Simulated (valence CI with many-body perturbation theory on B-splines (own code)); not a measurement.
Ho XXIX: what the settings do

Computed by relativistic CI+MBPT: three valence electrons over a frozen Dirac-Fock core [Kr], a basis of 6 s, 6 p, 5 d, 5 f, 1 g functions for each j, with the one-electron correlation potential Σ1, the two-electron term Σ2, the three-electron term Σ3, Breit, model QED; selected CI, second order for the rest, scaled by the run's own slope (own B-spline code, finite nucleus).

The last digits are not significant, and no measured levels were compared; by estimate large intervals hold to a few tenths of a per cent, small ones and those within an open d or f shell to about a per cent. Only levels of the ground parity were solved; by the run's estimate the other parity begins above the list, which can be wrong where configurations are misplaced.

The reference run has the lowest level (4d3/2^3) J=3/2 and an ionisation energy of 1030.76 eV. Its largest variational space holds 2486 state functions.

Levels are named by their leading jj configuration (3d3/2^4 stands for four electrons in 3d with j = 3/2), which in mixed levels can hold well under half, so a name can repeat and another be missing. Letters in brackets count levels of one name in rising energy.

Changed runs:
A. three-electron term on → off; Breit term on → off; QED terms on → off
B. cutoff of virtual states (hartree) 8978 → 3180
C. cutoff of virtual states (hartree) 8978 → 6360; core polarisation of operators on → off
D. highest l in the core sums 6 → 1 (bad on purpose)

Excitation energies of the reference run in cm⁻¹, and shifts in cm⁻¹:

```
                    Level  Reference      A        B         C      D
(4d3/2^2 4d5/2) J=5/2 [a]      62477  +1481     -4.3      -0.7  +1206
    (4d3/2^2 4d5/2) J=3/2      81129  +1114     -4.0      -0.7   +610
    (4d3/2^2 4d5/2) J=7/2      86456  +2228     -4.6      -0.8  +2721
    (4d3/2^2 4d5/2) J=9/2      91347  +2355     -4.3      -0.7  +4528
    (4d3/2^2 4d5/2) J=1/2      93254  +1295     -4.2      -0.7   +594
(4d3/2^2 4d5/2) J=5/2 [b]     139798  +2376     -5.5      -0.9   -223
(4d3/2 4d5/2^2) J=7/2 [a]     151602  +3437     -8.3      -1.4  +2249
    (4d3/2 4d5/2^2) J=9/2     160687  +3658     -8.7      -1.5  +3778
(4d3/2 4d5/2^2) J=3/2 [a]     173407  +3400     -8.6      -1.5  -1261
    (4d3/2 4d5/2^2) J=1/2     180483  +2816     -8.7      -1.5   -605
   (4d3/2 4d5/2^2) J=11/2     186993  +4175     -8.6      -1.5  +6949
(4d3/2 4d5/2^2) J=5/2 [a]     191439  +3832     -7.8      -1.3  +2508
   Ionisation energy (eV)    1030.76  +0.47  -0.0029  -0.00037  -1.52
```
